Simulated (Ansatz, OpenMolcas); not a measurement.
# OpenMolcas → Ansatz

OpenMolcas 26.06 runs this on GeH3Br (SMILES [GeH3][Br]):

mol.xyz:
```
5

Ge     0.139040     0.013690    -0.129150
Br    -1.548450    -0.152490     1.438270
H      0.128210     1.452190    -0.655100
H     -0.172230    -0.995930    -1.238090
H      1.453450    -0.317450     0.584070
```

calc.inp:
```
* BrGeH3 Kohn-Sham DFT

&GATEWAY
 BasLib=$CurrDir
 Coord=mol.xyz
 Basis=aug-cc-pVDZ
 Group=NoSym

&SEWARD
 GridInput
 Grid=UltraFine
 End of Grid

&SCF
 KSDFT=BLYP
 Thresholds=1e-10 1e-07 1e-07 1e-05
 PrOrbitals=1 1

&ALASKA
```

```bash
$ export MOLCAS_MEM=1860
$ pymolcas calc.inp > calc.log
```

(Basis files named in the input come from the Basis Set Exchange and aren't shown.)

The shape is that of a PBE0-D4/def2-TZVP optimisation.

It gives a total energy of -4653.001576 Eh.

Problem. Write the same calculation for Ansatz 0.2.0 as an input file of the program's own, asking for the energy.

Solution. One way, which was run:

molecule.yaml:
```yaml
crystal:
  periodic: [false, false, false]
  atoms:
    - symbol: Ge
      position_ang: [0.139040, 0.013690, -0.129150]
    - symbol: Br
      position_ang: [-1.548450, -0.152490, 1.438270]
    - symbol: H
      position_ang: [0.128210, 1.452190, -0.655100]
    - symbol: H
      position_ang: [-0.172230, -0.995930, -1.238090]
    - symbol: H
      position_ang: [1.453450, -0.317450, 0.584070]
basis:
  gaussian:
    orbitals: aug-cc-pVDZ
hamiltonian:
  xc: {name: BLYP}
accuracy: high
output:
  orbitals: {seedname: orbitals}
```

```bash
$ ansatz run molecule.yaml --threads 1 --pin off --max-ram 3480MiB --events-out events.jsonl --progress --plain --runs-dir runs
```

Its energy is -4653.001586 Eh, 0.010 mEh from the first.
